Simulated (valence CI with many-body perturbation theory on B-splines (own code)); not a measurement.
Values are calculated unless marked as measured or tabulated.
Ladder of approximations for Er³⁵⁺

Level of theory: relativistic CI+MBPT: five valence electrons over a frozen Dirac-Fock core [Ar] 3d10, a basis of 9 s, 9 p, 8 d, 6 f, 3 g, 1 h functions for each j, with the one-electron correlation potential Σ1 (screened to all orders), the two-electron term Σ2, the three-electron term Σ3, Breit, model QED; selected single and double excitations, second order for the rest (own B-spline code, finite nucleus).

No measured spectrum was set against this ion. As an estimate, large intervals hold to a few tenths of a per cent, small ones and those within an open d or f shell to about a per cent. Among the levels kept, up to 300 cm⁻¹ of a level comes from second order outside the variational space, and about a tenth of that is noise between levels of different J, which matters for small intervals.

Each rung adds one term. CI alone is the Dirac-Coulomb CI over the frozen core; QED comes last and gives the full result, which names the levels. Energies are above (4s^2 4p1/2^2 4p3/2) J=3/2 on the same rung, in eV.

Levels are named by their leading jj configuration (3d3/2^4 stands for four electrons in 3d with j = 3/2), which in mixed levels can hold well under half, so a name can repeat and another be missing. Letters in brackets count levels of one name in rising energy.

```
                             Level  CI alone      Σ1      Σ2      Σ3   Breit     QED    Full
        (4s^2 4p1/2 4p3/2^2) J=3/2     55.07  +0.202  +0.216  +0.021  -0.705  +0.081   54.88
        (4s^2 4p1/2 4p3/2^2) J=5/2     60.00  +0.204  +0.145  +0.005  -0.746  +0.081   59.69
        (4s^2 4p1/2 4p3/2^2) J=1/2     66.10  +0.206  +0.047  -0.017  -0.696  +0.079   65.72
              (4s^2 4p3/2^3) J=3/2    122.00  +0.408  +0.265   0.000  -1.410  +0.157  121.42
        (4s^2 4p1/2^2 4d3/2) J=3/2    132.53  -0.152  -0.064  +0.044  -0.283  -0.187  131.88
        (4s 4p1/2^2 4p3/2^2) J=5/2    135.67  +0.095  +0.273  +0.064  -0.174  -0.664  135.27
        (4s 4p1/2^2 4p3/2^2) J=1/2    151.59  +0.126  -0.086  +0.022  -0.125  -0.733  150.80
        (4s^2 4p1/2^2 4d5/2) J=5/2    154.63  -0.066  -0.483  +0.021  -0.567  -0.174  153.37
        (4s 4p1/2^2 4p3/2^2) J=3/2    154.51  +0.102  -0.364  +0.025  -0.188  -0.660  153.43
(4s^2 4p1/2 4p3/2 4d3/2) J=3/2 [a]    187.44  +0.058  +0.128  +0.066  -0.976  -0.128  186.59
(4s^2 4p1/2 4p3/2 4d3/2) J=5/2 [a]    187.97  +0.034  +0.102  +0.064  -1.027  -0.075  187.07
(4s^2 4p1/2 4p3/2 4d3/2) J=1/2 [a]    188.19  +0.038  +0.085  +0.066  -0.974  -0.089  187.31
          (4s 4p1/2 4p3/2^3) J=3/2    192.51  +0.239  +0.422  +0.078  -0.947  -0.442  191.86
    (4s^2 4p1/2 4p3/2 4d3/2) J=7/2    192.96  +0.031  +0.038  +0.047  -1.094  -0.059  191.92
          (4s 4p1/2 4p3/2^3) J=5/2    198.32  +0.225  +0.291  +0.065  -1.060  -0.376  197.46
(4s^2 4p1/2 4p3/2 4d5/2) J=7/2 [a]    201.06  +0.103  +0.046  +0.069  -1.311  -0.027  199.94
(4s^2 4p1/2 4p3/2 4d3/2) J=1/2 [b]    205.85  +0.124  -0.586  +0.017  -0.931  -0.236  204.24
(4s^2 4p1/2 4p3/2 4d3/2) J=5/2 [b]    206.19  +0.054  -0.803  +0.006  -1.067  -0.077  204.30
(4s^2 4p1/2 4p3/2 4d3/2) J=3/2 [b]    207.08  +0.062  -1.017  -0.002  -0.942  -0.152  205.03
```

The middle columns are the shifts that each term adds.

Q: How does the ionisation energy move along the ladder, and which term matters most?

A: CI alone 1517.4, + Σ1 1518.9, + Σ2 1519.1, + Σ3 1518.8, + Breit 1517.8, + QED 1517.8 eV. The largest step is Σ1, 1.5 eV. NIST lists 1516 ± 5 eV (theoretical).
